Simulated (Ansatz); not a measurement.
Mulliken charges of C$_{3}$H$_{5}$FSi, SMILES `CC1=C[SiH]1F` from B3LYP/def2-TZVPP in Ansatz (PBE0-D4/def2-TZVP geometry).

| atom | x (Å) | y (Å) | z (Å) | charge (e) |
| --- | --- | --- | --- | --- |
| C1 | -0.974 | -0.518 | 1.138 | -0.227 |
| C2 | -0.027 | -0.087 | 0.087 | -0.084 |
| C3 | 0.747 | -0.703 | -0.831 | -0.224 |
| Si4 | 0.880 | 1.065 | -0.937 | 0.548 |
| F5 | 0.184 | 1.910 | -2.100 | -0.330 |
| H6 | -1.971 | -0.119 | 0.931 | 0.100 |
| H7 | -1.040 | -1.607 | 1.208 | 0.085 |
| H8 | -0.674 | -0.118 | 2.110 | 0.095 |
| H9 | 0.916 | -1.744 | -1.085 | 0.121 |
| H10 | 2.042 | 1.869 | -0.519 | -0.085 |

Question: By hand: the dipole of these point charges (1 e Å = 4.8032 D).

Answer: Σ q r = (0.065, -0.294, 0.409) e Å, of length 0.508 e Å = 2.44 D.

Question: How does the dipole of the full density compare? (Estimate.)

Answer: Ansatz gave: (-0.014, -0.223, 0.313) e Å, 1.85 D; the point charges give 1.32 times that, at 9° from its direction.

Point charges leave out the atoms' own dipoles, such as those of lone pairs, and Mulliken's split depends on the basis, so the two needn't agree.

B3LYP here is the variant with VWN-RPA as its local correlation; programs differ in this.
